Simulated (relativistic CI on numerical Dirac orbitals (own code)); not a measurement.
## A ladder of approximations for the levels of Ar6+

Calculated with a relativistic CI code on KLI orbitals (one set per configuration, finite nucleus), adding one ingredient at a time: step 1, Dirac-Coulomb, each configuration alone; step 2, with Breit and QED terms; step 3, with configuration mixing; step 4, with scaled Slater integrals (0.9); step 5, with a P86 correlation estimate; step 6, tied to the ionisation limit. P86 is a density functional for the correlation energy, evaluated here for each configuration and added to its levels. Step 6 is semi-empirical: configurations made of the next ion and one excited electron move by 1300 cm⁻¹, so that their limit matches the tabulated ionisation energy, and those with a non-penetrating f or g electron also take the P86 value of the least penetrating other one.

Configurations in the expansion (outside the closed core [Ne]): 3s2, 3s 3p, 3p2, 3s 3d, 3p 3d, 3s 4s, 3s 4p, 3s 4d, 3d2, 3s 4f, 3p 4p, 3s 5s, 3s 5p, 3s 5d, 3s 5f, 3p 4f.

Computed minus measured energy above the ground level, in cm⁻¹, for 26 of the 63 excited levels that pair in every step (one J of a term; a digit in brackets numbers repeated terms):

```
Configuration  Term  J  Measured  Step 1  Step 2  Step 3  Step 4  Step 5  Step 6
        3s 3p   3P°  0    113101  -12473  -12519   -1321   -1392    -855     440
        3s 3p   1P°  1    170722    4322    4204    3071   -2038   -1474    -215
          3p2    1D  2    264749   16236   15990   -1131    -192     872    1143
          3p2    3P  0    269836  -10271  -10431     188    -625     455     455
        3s 3d    3D  1    324104  -10852  -11107    1167    -166     850    2148
        3s 3d    1D  2    370294  -26849  -27129    7166     186    1254    2264
        3p 3d   3F°  2    443362  -11899  -12225     -34     436    1894    1890
        3p 3d   1D°  2    450477  -12758  -13165    -141    -294    1145    1144
        3s 4s    3S  1    514076  -12424  -12612   -2252   -3604    -556     730
        3s 4s    1S  0    528910  -11925  -12110   -4539   -6975   -3921   -2648
        3s 4p   3P°  0    563880   -8928   -9132    3944    1871    5224    6523
        3s 4p   1P°  1    569797   -7725   -7956    7681    4304    7594    8859
        3s 4d    3D  1    634605  -11461  -11730   -1594   -3202     290    1553
        3s 4d    1D  2    635295   -8850   -9131   -1121   -2708     751    1976
          3d2    3F  2    653904   -9728  -10259    1490     474    2148    2148
        3s 4f   3F°  2    660075  -14430  -14706    -995   -3226    4971    3427
          3d2    1D  2    666550   -9136   -9693    5831    2858    4639    4664
        3s 4f   1F°  3    667496  -17052  -17331    1240   -2501    5528    4021
        3p 4p    1P  1    698350  -10689  -11003    2148     875    4555    4558
        3p 4p    3D  1    701808  -10433  -10740    3850    1877    5569    5606
        3s 5p   3P°  0    739463  -13765  -14007    -963   -3133    2221    3521
        3s 5p   1P°  1    741843  -13476  -13732    -517   -2941    2411    3710
        3s 5d    3D  1    772345  -14772  -15046   -2120   -4295    1098    2381
        3s 5d    1D  2    772930  -14103  -14383      44   -2603    2736    3996
        3s 5f   3F°  4    784394  -15898  -16177   -2956   -5156    3036    1508
        3p 4f    3G  4    800109  -14068  -14491   -1072   -3091    5580    5580
```

Mean absolute errors in cm⁻¹, over all paired levels and for the first 12 configurations:

```
Configuration, levels  Step 1  Step 2  Step 3  Step 4  Step 5  Step 6
              all, 63   11509   11806    2442    1854    2470    2700
             3s 3p, 4   10403   10446    1768    1566    1021     372
               3p2, 5   10713   10835    1106     725     531     587
             3s 3d, 4   14841   15119    2659     179     944    2170
            3p 3d, 12   10581   10907    2894     446    1598    1600
             3s 4s, 2   12175   12361    3396    5290    2238    1689
             3s 4p, 4    8694    8917    4801    2401    5739    7029
             3s 4d, 4   10819   11098    1462    3071     413    1667
               3d2, 8    8845    9403    3357    1204    2862    2865
             3s 4f, 4   15100   15378    1071    3059    5095    3561
             3p 4p, 5   10601   10935    3556    1423    4885    4918
             3s 5p, 4   13694   13946     858    3092    2261    3561
             3s 5d, 4   14596   14875    1599    3870    1511    2787
```

Measured levels: Saloman, J. Phys. Chem. Ref. Data 39, 033101 (2010).

What does each ingredient do to the ground and the excited configurations, and where is the model closest to experiment?

Mixing lowers the ground level by 13036, with 3p2 as its largest admixture; relative to it the configurations that move most are 3s 3d by +17778, 3s 4f by +14927, 3p 4p by +14491. Configurations whose own partners of that kind are not in the list rise by much of that lowering, so a short list can trade one imbalance for another. The P86 estimate moves 3p 4f by +8681, 3s 5f by +8192, 3s 4f by +8155, and takes the mean absolute error of the excited configurations from 1854 to 2470; it overshoots. Step 6 takes that error from 2470 to 2700; the error more than halves for 3s 3p; 3s 5f gains from the shift and the changed P86 value together; it grows for 3s 3d, 3s 4d, 3s 5p, 3s 5d. The shift fits the limit, so it does little for low levels whose errors differ from those near the limit. The mean absolute error is lowest at step 4 (1854 cm⁻¹), and the largest single drop is from step 2 to 3 (11806 to 2442).
